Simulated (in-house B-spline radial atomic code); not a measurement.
The numbers below are computed, except where a source is named.
# Softness against transferability: the 3s channel of Co

Co, [Ar] 3d7 4s2, non-relativistic PBE, spherical and spin-unpolarised, from an all-electron radial atomic-structure program (B-spline basis) (atomic units). The all-electron 3s level is ε = -3.670999 hartree, its outermost node lies just inside 0.32 bohr and its outer maximum at 0.68 bohr.

Troullier-Martins pseudo-orbitals are made for several radii. The cutoffs (hartree) are the plane-wave energies beyond which the orbital holds less than the named kinetic energy per electron. The phase error is the difference, pseudo minus all-electron, of arctan(R P'/P) at R = 1.24 bohr for all radii, half a hartree below and above the level.

```json
{"r_c (bohr)": "0.51", "V_l(0) (hartree)": "-54.28", "cutoff for 10 mEh": "179", "for 1 mEh": "> 450", "for 0.1 mEh": "> 450", "phase error at ε − 0.5 (mrad)": "-3.7", "at ε + 0.5 (mrad)": "-0.6"}
{"r_c (bohr)": "0.59", "V_l(0) (hartree)": "-6.64", "cutoff for 10 mEh": "111", "for 1 mEh": "238", "for 0.1 mEh": "> 450", "phase error at ε − 0.5 (mrad)": "-1.8", "at ε + 0.5 (mrad)": "-0.3"}
{"r_c (bohr)": "0.67", "V_l(0) (hartree)": "9.42", "cutoff for 10 mEh": "84", "for 1 mEh": "121", "for 0.1 mEh": "215", "phase error at ε − 0.5 (mrad)": "-1.4", "at ε + 0.5 (mrad)": "-0.2"}
{"r_c (bohr)": "0.76", "V_l(0) (hartree)": "8.89", "cutoff for 10 mEh": "81.9", "for 1 mEh": "117", "for 0.1 mEh": "205", "phase error at ε − 0.5 (mrad)": "-1.4", "at ε + 0.5 (mrad)": "-0.2"}
{"r_c (bohr)": "0.85", "V_l(0) (hartree)": "4.21", "cutoff for 10 mEh": "71.5", "for 1 mEh": "103", "for 0.1 mEh": "177", "phase error at ε − 0.5 (mrad)": "-2.3", "at ε + 0.5 (mrad)": "-0.4"}
{"r_c (bohr)": "0.94", "V_l(0) (hartree)": "0.36", "cutoff for 10 mEh": "54.1", "for 1 mEh": "86.6", "for 0.1 mEh": "147", "phase error at ε − 0.5 (mrad)": "-4.4", "at ε + 0.5 (mrad)": "-0.7"}
```

Task: Which radius needs the lowest cutoff for 1 mEh while both phase errors stay within 2.4 mrad?

Result: The radii within that limit are 0.59, 0.67, 0.76, 0.85 bohr; of these r_c = 0.85 needs the least, 103 hartree, that is 206 Ry or 2803 eV.
